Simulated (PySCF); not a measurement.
## Electronic structure of Be (beryllium, neutral) at the UHF level

Configuration: [He] 2p2, high-spin 3P determinant (an excited configuration). All numbers are calculated (PySCF 2.14, the non-relativistic Hamiltonian (point nucleus), in aug-cc-pV5Z).

```json
{
 "Total energy": "-14.336416 hartree",
 "One-electron energy": "-18.6316 hartree",
 "Hartree (Coulomb) energy": "6.9316 hartree",
 "Exchange energy": "-2.6364 hartree",
 "Kinetic energy": "14.33664 hartree",
 "⟨S²⟩": "2.0001",
 "⟨L²⟩": "2.000",
 "Sum of ⟨r⟩": "6.741 bohr",
 "Sum of ⟨r²⟩": "22.16 bohr²",
 "Traceless quadrupole moment −½Σ⟨3z² − r²⟩ along its main axis": "4.34 e·bohr²",
 "Density at the nucleus (Gaussians lack the cusp)": "33.9 bohr⁻³",
 "Spin density at the nucleus": "-0.123 bohr⁻³",
 "Langevin diamagnetic susceptibility": "-17.6 ×10⁻⁶ cm³/mol"
}
```

```tsv
shell	electrons	mean orbital energy (hartree)	rms radius, mean of both spins (bohr)
1s α	1	-4.80442	0.484
1s β	1	-4.79272	0.484
2p α	2	-0.22206	3.29
```

Spin-orbit constants ζ (cm⁻¹) from the X2C one-electron operator on these orbitals (non-relativistic here): bare nucleus, nucleus screened by l(l+1)(2l+1)/3 electrons, and screened by the Breit-Pauli mean field of the electrons.

```json
{"shell": "2p", "bare": "6.932", "screened nucleus": "3.466", "mean field": "2.339"}
```

To first order the Landé constant is A = 1.169 cm⁻¹, so the lowest level has J = 0 and lies 0.000290 eV below the centre of the term. This holds in LS coupling only.
